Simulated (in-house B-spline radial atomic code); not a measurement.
Ionising Al IX (Al8+) with different functionals

Computed with an all-electron radial atomic-structure program (B-spline basis): four-component Dirac-Coulomb Hamiltonian, Fermi nucleus of rms radius 3.061 fm, spin-restricted, spherical fractional occupations for the functionals, and exact exchange of hybrids averaged over the configuration. The ionisation energy is the difference of two self-consistent energies, [He] 2s2 2p1 → [He] 2s2, without Breit or QED terms; ε is the level of the shell that loses the electron (mean over j). The electron is taken from both j subshells in proportion to 2j + 1, so the result is a j average, not the step between ground levels.

| method | rung | ΔSCF (eV) | -ε(2p) (eV) |
| --- | --- | --- | --- |
| BHandHLYP | global hybrid | ? | ? |
| B3LYP | global hybrid | ? | ? |
| CAM-B3LYP | range-separated hybrid | 329.55 | 312.80 |
| LC-wPBE | range-separated hybrid | 328.93 | 311.29 |

(1) What does B3LYP give?

(2) What does BHandHLYP give?

(3) Among the functionals, which spreads more, the ΔSCF values or the orbital energies?

(4) How do they compare with the NIST value?

Results:

(1) ΔSCF 329.70 eV, and -ε(2p) = 310.90 eV.

(2) ΔSCF 330.25 eV, and -ε(2p) = 318.73 eV.

(3) The orbital energies: ΔSCF values span about 1.32 eV and the orbital energies 7.83 eV; here energy differences depend much less on the functional than eigenvalues do.

(4) NIST lists 330.21 eV ± 0.04 (semi-empirical, ground level to ground level). Errors run from -1.28 to +0.04 eV; BHandHLYP is closest (+0.04 eV), but part of that can be cancellation, since the calculations leave out Breit-QED terms, spin polarisation, the choice among j levels, multiplet and fine-structure energies.
